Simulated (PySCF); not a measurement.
Dipole polarisabilities along group 10, charge +1

Calculated with PySCF 2.14 for the ground configurations, without spin-orbit coupling: coupled response for Hartree-Fock and DFT. Mean α in bohr³, C₆ of like pairs in atomic units.

```json
{"species": "Ni+ [Ar] 3d9 (def2-QZVPPD, non-relativistic)", "α UHF": "5.832", "α PBE": "9.002", "α PBE0": "7.774", "C₆ UHF": "19.16", "C₆ PBE": "31.10", "C₆ PBE0": "26.48"}
{"species": "Pd+ [Kr] 4d9 (def2-QZVPPD with the def2 core potential (28 electrons), ECP)", "α UHF": "10.03", "α PBE": "12.45", "α PBE0": "11.57", "C₆ UHF": "59.64", "C₆ PBE": "76.34", "C₆ PBE0": "70.37"}
{"species": "Pt+ [Xe] 4f14 5d9 (def2-QZVPPD with the def2 core potential (60 electrons), ECP)", "α UHF": "14.59", "α PBE": "16.99", "α PBE0": "16.01", "C₆ UHF": "107.7", "C₆ PBE": "128.9", "C₆ PBE0": "120.4"}
```

The values depend on the diffuse functions of the basis.
